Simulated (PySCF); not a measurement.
# What settings do to a single point of Lu(OH)3

The sound run of Lu(OH)3 (singlet in the valence; each metal's 4f electrons, 14 of them, lie in its core potential, out of spins and levels) uses PySCF 2.14.0, RKS PBE0, Lu lcecp-1-SVP with ECP60, O def2-SVP, H def2-SVP; non-relativistic Hamiltonian with scalar-relativistic core potentials where named; density fitting; no spin-orbit coupling, grid (50, 194), threshold 1e-8 Eh and 55 cycles, at the relaxed geometry:

```xyz
7

Lu    0.0000    0.0000    0.1375
O     1.9972    0.0000    0.1435
H     2.9512    0.0000    0.1497
O    -0.9986    1.7296    0.1435
H    -1.4756    2.5559    0.1497
O    -0.9986   -1.7296    0.1435
H    -1.4756   -2.5559    0.1497
```

There Lu1 has a Mulliken charge of 1.01 e and the dipole about the centre of mass is 0.02 D. Each run below changes one thing and starts from free metal ions and neutral atoms unless it says otherwise; with 55 cycles, smearing, a level shift and second-order steps follow where DIIS fails, and their cycles count. Energy shifts count from the sound run. On f atoms grids over 110 angular points are at least (60, 302).

```
         change    outcome  cycles  energy shift (eV)  largest force component (eV/Å)  charge on Lu1 (e)  dipole about the centre of mass (D)
threshold 0.001  converged       5             0.0000                            0.00               1.01                                 0.02
```

One further run converged with energy shift (eV) 0.51, largest force component (eV/Å) 2.34, charge on Lu1 (e) 1.09, dipole about the centre of mass (D) 0.02. Which change was it?
A. charge changed by +1, spin kept, limit 62 cycles
B. grid (99, 590)
C. all coordinates × 1.05

C.

And the other changes listed?


```json
{"change": "charge changed by +1, spin kept, limit 62 cycles", "outcome": "refused", "cycles": "–", "energy shift (eV)": "–", "largest force component (eV/Å)": "–", "charge on Lu1 (e)": "–", "dipole about the centre of mass (D)": "–"}
{"change": "grid (99, 590)", "outcome": "converged", "cycles": "8", "energy shift (eV)": "-0.0009", "largest force component (eV/Å)": "0.00", "charge on Lu1 (e)": "1.01", "dipole about the centre of mass (D)": "0.02"}
```

Forces carry noise of the integration grid, about 0.01 to 0.03 eV/Å.

An lcecp potential fixes the number of 4f electrons, so in runs with it no electron can move into or out of that shell.
